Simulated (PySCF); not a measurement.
GaHO, SMILES [OH][Ga] (connectivity only; charge and spin as stated), neutral, multiplicity 1. Atoms are numbered in the order given.

```xyz
3

Ga     0.0000     0.0000     0.4240
O      0.0000     0.0000    -1.3546
H      0.0000     0.0000    -2.3078
```
Charge 0, spin multiplicity 1.

Geometry: PBE0-D3(BJ)/def2-TZVP. A frequency run showed that this geometry is not a minimum.

Method: PBE0-D3(BJ)/def2-TZVP (PySCF 2.14.0).

Frequencies are harmonic and unscaled.

Modes within 1.5 cm⁻¹ of each other (mostly degenerate sets) share a row, with their intensities summed.

Question: Estimate the vibrational spectrum. (An estimate is asked for; the answer gives what the named calculation found.)

Answer: 
| mode | ν (cm⁻¹) | IR (km/mol) | moving atoms (share of kinetic energy) |
|---|---|---|---|
| 1–2 | 298i | 428.0 | H 87 %, O 13 % |
| 3 | 671 | 158.2 | O 75 %, Ga 20 % |
| 4 | 3972 | 55.5 | H 94 % |
